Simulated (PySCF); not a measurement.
Level of theory: PBE-D3(BJ)/def2-TZVP // B3LYP-D3(BJ)/def2-TZVP (PySCF 2.14.0). Gas-phase values, no solvent. 

Reference species (SMILES): `[CH3][Ga][F]` (neutral, multiplicity 2).

| Item | Value |
|---|---|
| dipole moment | 2.57 D |

Changed species: `[Ga]([F])[F]` (radical fragment; the reference has radical fragment).

Problem. Give the shifts of the dipole moment.

Solution. the dipole moment falls by 0.35 D, to 2.22 D.
